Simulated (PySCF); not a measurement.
BFO, charge -1, doublet, at a GFN2-xTB geometry (a state made from the parent by changing its charge; the spin is typed, not shown lowest) (in this run its highest filled SCF level lies above zero, so its values depend strongly on the basis, on diffuse functions most of all). Base run: PBE0/6-31G (PySCF).

The PySCF input:
```python
from pyscf import gto, scf, dft, solvent

mol = gto.Mole()
mol.atom = '''
    F    -1.24856462    0.23413480    0.12949213
    B     0.20328311   -0.48862953   -0.31186701
    O     1.27758326    0.04199181    0.04923824
'''
mol.basis = '6-31g'
mol.charge = -1
mol.spin = 1
mol.verbose = 4
mol.build()

mf = dft.UKS(mol)
mf.xc = 'pbe0'
mf.kernel()
```

Each row names what was changed in the base input (with any setting that the change needs).

```
change                                                          ΔE vs base (kJ/mol)
--------------------------------------------------------------  -------------------
base                                                                           0.00
model = IEF-PCM; solvent = tetrahydrofuran; lebedev_order = 11               -240.1
model = IEF-PCM; solvent = tetrahydrofuran; vdw_scale = 1.1                  -258.1
model = C-PCM; solvent = tetrahydrofuran                                     -242.5
model = IEF-PCM; solvent = tetrahydrofuran; vdw_scale = 1.4                  -213.2
model = IEF-PCM; solvent = tetrahydrofuran; vdw_scale = 1.0                  -273.3
model = SS(V)PE; solvent = tetrahydrofuran                                   -236.5
model = ddCOSMO; solvent = tetrahydrofuran                                   -236.8
model = IEF-PCM; solvent = tetrahydrofuran; r_probe = 0.5                    -200.4
model = IEF-PCM; solvent = tetrahydrofuran; lebedev_order = 41               -242.3
model = IEF-PCM; solvent = acetonitrile                                      -272.4
model = IEF-PCM; solvent = water                                             -276.8
```

The base is the gas phase, so ΔE is the electrostatic part of solvation at a fixed geometry, without cavity and dispersion terms.

Open shells are given as the SCF converged; they aren't shown to be the lowest states, and a large step between rows can be another state.

The gas-phase anion may not be bound at this level, which the solvent then changes.
